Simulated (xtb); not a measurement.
fulvene (C₆H₆), SMILES C=C1C=CC=C1. All values are semi-empirical tight-binding results from xtb (GFN2-xTB unless named), good for trends rather than for accurate numbers. Geometry optimised at GFN2-xTB.

Optimised geometry:

Bond lengths (Å): C1–C2 1.334, C1–H7 1.078, C1–H8 1.078, C2–C3 1.463, C2–C6 1.463, C3–C4 1.343, C3–H9 1.074, C4–C5 1.458, C4–H10 1.075, C5–C6 1.343, C5–H11 1.075, C6–H12 1.074. Bond angles (°): C2–C1–H7 121.6, C2–C1–H8 121.6, H7–C1–H8 116.7, C1–C2–C3 127.2, C1–C2–C6 127.2, C3–C2–C6 105.7, C2–C3–C4 108.1, C2–C3–H9 123.8, C4–C3–H9 128.0, C3–C4–C5 109.0, C3–C4–H10 127.2, C5–C4–H10 123.8, C4–C5–C6 109.0, C4–C5–H11 123.8, C6–C5–H11 127.2, C2–C6–C5 108.1, C2–C6–H12 123.8, C5–C6–H12 128.0.
Charge 0, spin multiplicity 1.

### Question
Estimate the properties. (An estimate is asked for; the answer gives what the named calculation found.)

### Answer

```json
{
  "point_group_as_xtb_finds_it": "C2v",
  "orbital_gap": "2.34 eV",
  "dipole_moment": "0.73 D",
  "zero_point_energy": "59.8 kcal/mol",
  "G − E(el) at 298.15 K (modified RRHO)": "42.6 kcal/mol",
  "static polarisability (D4 model)": "67.7 bohr³",
  "solvation energy, GFN2-xTB/ALPB(water)": "-0.8 kcal/mol",
  "solvation energy, GFN2-xTB/ALPB(ch2cl2)": "-4.4 kcal/mol"
}
```

### Question
Give the IR lines (harmonic; lines under 4 % of the strongest left out, lines within 3 cm⁻¹ merged). (The exact figures need the calculation; the answer reports its results.)

### Answer
ν (cm⁻¹): 806 (m), 906 (m), 1048 (w), 1309 (w), 1543 (m), 1681 (w), 3095 (w), 3122 (m), 3130 (s), 3148 (vs) (against the strongest line: vs over 80 %, s over 45 %, m over 15 %, w over 4 %, vw less)

### Question
Give the atomic charges and the Wiberg bond orders between heavy atoms. (An estimate is asked for; the answer gives what the named calculation found.)

### Answer
charges (e) C1 -0.07, C2 0.03, C3 -0.05, C4 -0.03, C5 -0.03, C6 -0.05, H7 0.05, H8 0.05, H9 0.03, H10 0.03, H11 0.03, H12 0.03. Bond orders C1–C2 1.80, C2–C3 1.07, C3–C4 1.78, C4–C5 1.11, C2–C6 1.07, C5–C6 1.78.
